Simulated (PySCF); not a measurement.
**CuO₂ + F₂ → CuF₂ + O₂**

Level: PBE0 in the def2-TZVP basis family, all electrons, no relativity, computed in PySCF with density fitting; open shells unrestricted.

```json
{"species": "CuO₂", "state and structure": "doublet, C2v, Cu–O 1.928 Å (×2), O–O 1.374 Å; Cu–O–O 69.1° (×2), O–Cu–O 41.7°", "E (Eh)": "-1790.47326", "ZPE (kJ/mol)": "10.0", "H(298 K) − H(0) (kJ/mol)": "12.4", "S° (J/(mol K))": "276.0"}
{"species": "F₂", "state and structure": "singlet, D∞h, F–F 1.376 Å", "E (Eh)": "-199.40856", "ZPE (kJ/mol)": "6.6", "H(298 K) − H(0) (kJ/mol)": "8.7", "S° (J/(mol K))": "201.9"}
{"species": "CuF₂", "state and structure": "doublet, D∞h, Cu–F 1.724 Å (×2)", "E (Eh)": "-1839.86890", "ZPE (kJ/mol)": "10.4", "H(298 K) − H(0) (kJ/mol)": "12.4", "S° (J/(mol K))": "256.6"}
{"species": "O₂", "state and structure": "triplet, D∞h, O–O 1.193 Å", "E (Eh)": "-150.23561", "ZPE (kJ/mol)": "10.3", "H(298 K) − H(0) (kJ/mol)": "8.7", "S° (J/(mol K))": "204.9"}
```

Task: What is the electronic reaction energy?

Result: At PBE0/def2-TZVP, ΔE = -584.7 kJ/mol from the differences of the total energies times 2625.5, downhill. 

Task: Add zero-point, thermal and entropy terms for 298.15 K and 1 bar.

Result: ΔZPE = 4.1 and Δ[H(298) − H(0)] = 0.0 kJ/mol give ΔH° = -580.6 kJ/mol. ΔS° = -16.4 J/(mol K), so ΔG° = -580.6 − 298.15 × (-0.0164) = -576 kJ/mol.

Open d or f shells are single determinants, so the state found may not be the ground state. Each species is the lowest minimum found with this bonding; other isomers or fragments can lie lower.
